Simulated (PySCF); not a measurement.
Compound: C5H9PS.
Numbering: `[CH3:1][C:2]1=[CH:3][CH2:4][CH2:5][P@@H:6]1=[S:7]`

Cartesian coordinates in Å at the PBE0-D3(BJ)/def2-SVP level; atoms count from 1:
```
atom  x, y, z in Å
C1     2.259   -0.512    0.084
C2     0.786   -0.304    0.049
C3    -0.182   -1.188   -0.233
C4    -1.612   -0.720   -0.196
C5    -1.618    0.814   -0.173
P6     0.058    1.332    0.380
S7     0.894    2.896   -0.416
H8     2.755    0.230   -0.562
H9     2.657   -0.361    1.101
H10    2.534   -1.523   -0.250
H11    0.040   -2.236   -0.462
H12   -2.107   -1.130    0.703
H13   -2.181   -1.113   -1.054
H14   -1.714    1.234   -1.186
H15   -2.408    1.255    0.451
H16   -0.038    1.376    1.805
```

Probes without a nucleus sit at each ring's centroid and 1 Å off its mean plane on both sides; NICS is minus the shielding there, NICSzz its component along the normal. Level: GIAO CAM-B3LYP/pcSseg-1 (PySCF, non-relativistic, gas phase) on the PBE0-D3(BJ)/def2-SVP geometry, one conformer.

Ring bond lengths (Å): C2–C3 1.341, C3–C4 1.505, C4–C5 1.534, C5–P6 1.839, P6–C2 1.822.

Q: Give the NICS values of each ring in ppm.

A: 
```tsv
ring	type	NICS(0)	NICS(1), two faces	NICS(1)zz, two faces	rms pucker (Å)	centre to ring atoms, mean (Å)
C2–C3–C4–C5–P6	5-membered ring with P; formal bonds 1 double, 4 single	-2.9	-3.8 / -3.4	-1.5 / -2.2	0.09	1.36
```

Q: What do they say, and how far can they be read as aromaticity?

A: 
- C2–C3–C4–C5–P6: mean NICS(1)zz -1.8 ppm, near zero. C4, C5, P6 have four or more neighbours, and the NICS criterion for π rings isn't applied.

Q: What is the mean of the two in-plane components of NICS at the first NICS(1) probe listed for ring C2–C3–C4–C5–P6, 1 Å off the ring?

A: The isotropic value is a third of the trace: (3 × -3.8 − (-1.5))/2 = -4.9 ppm.

Q: Give the inner angles of the rings.

A: 
- C2–C3–C4–C5–P6: C2 109.9°, C3 118.5°, C4 108.4°, C5 106.4°, P6 93.2°; sum 536.4° against 540° for a flat convex ring.

Q: What are the shieldings of the ring atoms and their hydrogens in the same run (means over atoms taken as equivalent)?

A: 
| atoms | environment | σ isotropic (ppm) |
| --- | --- | --- |
| C2 | fully substituted alkene carbon | 33.8 |
| C3 | alkene CH carbon | 33.5 |
| C4 | allylic carbon | 151.8 |
| C5 | sp3 carbon bound to phosphorus | 147.4 |
| P6 | phosphorus bonded to 2 C, S and H | 280.6 |
| H11 | vinylic hydrogen | 25.20 |
| H12 | methylene hydrogen | 29.06 |
| H13 | methylene hydrogen | 28.91 |
| H14 | methylene hydrogen | 29.76 |
| H15 | methylene hydrogen | 29.11 |
| H16 | P–H hydrogen | 23.90 |

Q: How do the values depend on the level or the medium?

A: 
| level | NICS(0), C2–C3–C4–C5–P6 | mean NICS(1)zz, C2–C3–C4–C5–P6 |
| --- | --- | --- |
| CAM-B3LYP/pcSseg-1, gas | -2.9 | -1.8 |
| PBE0/pcSseg-1, gas | -3.1 | -1.9 |
| PBE0/pcSseg-1, IEF-PCM cyclohexane | -3.2 | -2.0 |
| PBE0/pcSseg-1, IEF-PCM dimethylsulfoxide | -3.3 | -2.1 |

The geometry is the same throughout; the continuum's cavity takes Bondi-type radii × 1.2.
